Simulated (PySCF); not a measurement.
Computed IR spectrum (relative IR intensity) of a molecule C₄H₁₂Si₂. The structure is a stationary point at PBE-D3(BJ)/def2-SVP. One conformer was computed; it need not be the lowest. These are PBE-D3(BJ)/def2-SVP in PySCF 2.14.0 values and carry that method's errors. Frequencies are harmonic and unscaled.

Lines under 2 % of the strongest are left out, and lines within 2 cm⁻¹ are merged.

```json
[
 {"ν (cm⁻¹)": "548", "relative intensity": "4.4"},
 {"ν (cm⁻¹)": "579", "relative intensity": "11"},
 {"ν (cm⁻¹)": "618", "relative intensity": "2.7"},
 {"ν (cm⁻¹)": "658", "relative intensity": "18"},
 {"ν (cm⁻¹)": "720", "relative intensity": "8.3"},
 {"ν (cm⁻¹)": "724", "relative intensity": "11"},
 {"ν (cm⁻¹)": "762", "relative intensity": "21"},
 {"ν (cm⁻¹)": "817", "relative intensity": "93"},
 {"ν (cm⁻¹)": "886", "relative intensity": "100"},
 {"ν (cm⁻¹)": "900", "relative intensity": "32"},
 {"ν (cm⁻¹)": "916", "relative intensity": "16"},
 {"ν (cm⁻¹)": "951", "relative intensity": "7.8"},
 {"ν (cm⁻¹)": "956", "relative intensity": "3.5"},
 {"ν (cm⁻¹)": "1007", "relative intensity": "6.2"},
 {"ν (cm⁻¹)": "1029", "relative intensity": "2.7"},
 {"ν (cm⁻¹)": "1142", "relative intensity": "11"},
 {"ν (cm⁻¹)": "1428", "relative intensity": "2.1"},
 {"ν (cm⁻¹)": "2134", "relative intensity": "45"},
 {"ν (cm⁻¹)": "2150", "relative intensity": "66"},
 {"ν (cm⁻¹)": "2152", "relative intensity": "39"},
 {"ν (cm⁻¹)": "2168", "relative intensity": "35"},
 {"ν (cm⁻¹)": "2964", "relative intensity": "11"},
 {"ν (cm⁻¹)": "2970", "relative intensity": "4.3"},
 {"ν (cm⁻¹)": "3037", "relative intensity": "4.0"},
 {"ν (cm⁻¹)": "3046", "relative intensity": "7.4"},
 {"ν (cm⁻¹)": "3052", "relative intensity": "7.8"}
]
```

Which structure fits?
(A) C=CCC([SiH3])[SiH3]
(B) C=C[SiH2][C@H](C)[SiH3]
(C) CC[SiH2]/C=C/[SiH3]
(D) C/C([SiH3])=C\C[SiH3]

C, CC[SiH2]/C=C/[SiH3]
